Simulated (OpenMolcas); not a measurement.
Ni6+: Racah parameters, the spin-orbit constant, worked from levels

```
Program             : OpenMolcas 26.06
Basis               : ANO-RCC-VDZP [5s4p2d1f]
Scalar Hamiltonian  : DKH2, point nucleus
Active space        : 4 electrons in 5 orbitals (3d)
State averaging     : 2S+1 = 5 even, 5 roots; 2S+1 = 3 even, 45 roots; 2S+1 = 1 even, 50 roots
Spin-orbit coupling : RASSI with atomic mean-field integrals over the reference wave functions, term energies averaged over their components
```

Methods: CASSCF; MS-CASPT2, IPEA 0.25 Eh, imaginary shift 0.1 Eh (closed shells correlated: 3s 3p). Measured levels: Corliss and Sugar, J. Phys. Chem. Ref. Data 10, 197 (1981).

**Racah parameters.** Above ⁵D, d4 has ³G at 9B + 4C, ³H at 4B + 4C and ³D at 16B + 4C. The first two fix B and C, and the third tests them; where it misses by thousands of cm-1, two parameters do not describe the configuration (Trees and configuration-interaction terms are left out) and B and C hang on the terms chosen. Term energies are centres of gravity, weighted by 2J + 1.

```
   Source     ³G     ³H     B     C   C/B  ³D from B, C  ³D found
   CASSCF  42049  32999  1810  6440  3.56         54720     53704
MS-CASPT2  39874  33114  1352  6926  5.12         49336     48282
 measured  37317  30870  1289  6428  4.99         46336
```

Energies in cm-1. From CASSCF to MS-CASPT2, B changes by -25.3 % and C by +7.5 %. Against the measured terms, MS-CASPT2 has B off by +4.9 % and C by +7.7 %.

**The spin-orbit constant.** For the Hund term ⁵D of d4, E(J) = (A/2) J(J+1) + constant and ζ = 2S·A = 4A. From J = 0 to J = 4 the energy changes by 10 A.

| Source | E(4) - E(0) | A | ζ |
| --- | --- | --- | --- |
| CASSCF | 2614.5 | 261.4 | 1046 |
| MS-CASPT2 | 2627.0 | 262.7 | 1051 |
| measured | 2392.0 | 239.2 | 957 |

All in cm-1. MS-CASPT2 is off by +9.8 % and CASSCF by +9.3 %. Both methods take the spin-orbit matrix elements from the reference wave functions, so the second can move ζ only through the term energies and any multistate remixing. Second-order mixing with other terms is absorbed into this ζ.

CASPT2 breaks the degeneracy within a term, and the mean is taken; among the terms shown or strongly mixed into the levels shown the widest spread is 260 cm-1 (3d⁴ ³H, MS-CASPT2). The basis is small and was not contracted for so high a charge. Without dynamic correlation excited terms often stand tens of per cent too high (terms of higher spin than the ground term too low), and those without a measured partner can miss by more than the paired ones (holds for CASSCF). Computed and measured levels are paired by configuration, term and J; levels that our copy of the source lacks, or whose pairing is in doubt (as where it misses far off the trend of its configuration), stay unpaired and out of the deviations. Only configurations of the active space appear.
